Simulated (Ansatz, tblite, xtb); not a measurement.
Bond stretch in SiBe, lowest triplet found (which spin is the ground state isn't settled by this scan).

- GFN2-xTB, 300 K electronic temperature (tblite)
- GFN1-xTB (xtb)
- UKS-CAM-B3LYP = unrestricted CAM-B3LYP/aug-cc-pVDZ in Ansatz (a quantum-chemistry and plane-wave program)
- FCI = full CI/aug-cc-pVDZ, frozen core run with Ansatz

Energies relative to the lowest point of each curve between 1.80 and 2.60 Å, where full CI is lowest, in kJ/mol:

| R / Å | GFN2-xTB | GFN1-xTB | UKS-CAM-B3LYP |
|---|---|---|---|
| 1.63 | 298.9 | 283.0 | 197.2 |
| 1.72 | 133.2 | 145.9 | 112.5 |
| 1.80 | 54.0 | 73.1 | 62.5 |
| 1.87 | 18.0 | 34.9 | 33.6 |
| 1.96 | 0.4 | 9.1 | 11.5 |
| 2.24 | 33.5 | 10.9 | 3.7 |
| 2.60 | 99.6 | 56.9 | 42.0 |
| 2.82 | 117.2 | 78.1 | 65.3 |
| 3.03 | 129.0 | 94.0 | 82.1 |
| 5.14 | 149.9 | 141.2 | 118.6 |
| 5.99 | 151.0 | 142.3 | 119.0 |
| 7.06 | 151.4 | 142.8 | 119.1 |

Question: Predict the corresponding FCI column.

Answer: 1.63: 237.5; 1.72: 143.5; 1.80: 85.8; 1.87: 50.6; 1.96: 21.5; 2.24: 1.7; 2.60: 36.1; 2.82: 59.7; 3.03: 77.1; 5.14: 110.8; 5.99: 111.7; 7.06: 112.0 (kJ/mol).

The unrestricted determinant behind UKS-CAM-B3LYP is spin-contaminated at 2.02 to 2.60 Å (<S²> up to 2.2, against 2.00 for a pure triplet). Also computed but left out beside FCI, since their determinant holds another spin at the minimum (<S²> over 0.7 above the pure value): UHF, UMP2, UCCSD, UCCSD(T), UCCSDT, UCCSDT(Q), UHF/3-21G, UMP2/3-21G.
